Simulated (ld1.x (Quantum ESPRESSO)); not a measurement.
## Zr (Z = 40): excitation energies, all-electron against TM semilocal

* Element: zirconium (Zr)
* Generator: ld1.x (Quantum ESPRESSO) 7.5
* Type: norm-conserving Troullier–Martins (semilocal form)
* Functional: PBE
* Relativity: scalar-relativistic
* Frozen core: [Ar] 3d10
* Valence charge: 12
* Reference configuration: 4s2 4p6 4d2 5s2 5p0
* Partial waves: 4s (bound): rc 1.60 bohr; 4p (bound): rc 1.90 bohr; 4d (bound): rc 2.25 bohr
* Local potential: the d channel
* Core correction: none

Occupied shells without a wave of their own: 5s. They enter only through the test configuration that unscreens the potential.

Energies are relative to the spin-unpolarised reference configuration 4s2 4p6 4d2 5s2 5p0; without spin polarisation the order of configurations can differ from experiment.

Q: Give the all-electron excitation energy and the error of the potential for: 4s2 4p6 4d2 5s1 5p0; 4s2 4p6 4d2 5s0 5p0; 4s2 4p6 4d1 5s0 5p0; 4s2 4p6 4d1 5s2 5p0; 4s2 4p6 4d2 5s0 5p1; 4s2 4p6 4d1 5s2 5p1; 4s1 4p6 4d2 5s2 5p0.

A:

| valence configuration | charge | ΔE all-electron (eV) | error AE − PS (meV) |
| --- | --- | --- | --- |
| 4s2 4p6 4d2 5s1 5p0 | +1 | 7.137 | -338 |
| 4s2 4p6 4d2 5s0 5p0 | +2 | 20.077 | -879 |
| 4s2 4p6 4d1 5s0 5p0 | +3 | 42.704 | -1267 |
| 4s2 4p6 4d1 5s2 5p0 | +1 | 7.664 | +6.1 |
| 4s2 4p6 4d2 5s0 5p1 | +1 | 10.853 | -628 |
| 4s2 4p6 4d1 5s2 5p1 | 0 | 3.003 | +86 |
| 4s1 4p6 4d2 5s2 5p0 | +1 | 60.526 | +36 |

Levels in the configuration 4s2 4p6 4d2 5s1 5p0:

```
level  all-electron (eV)  pseudo (eV)
   4s            -61.179      -61.396
   4p            -39.141      -39.346
   4d             -9.982      -10.132
   5s             -9.944      -10.371
```

The 5s level has no wave, so the channel is fitted at the deeper level alone: the likely source of the large errors.
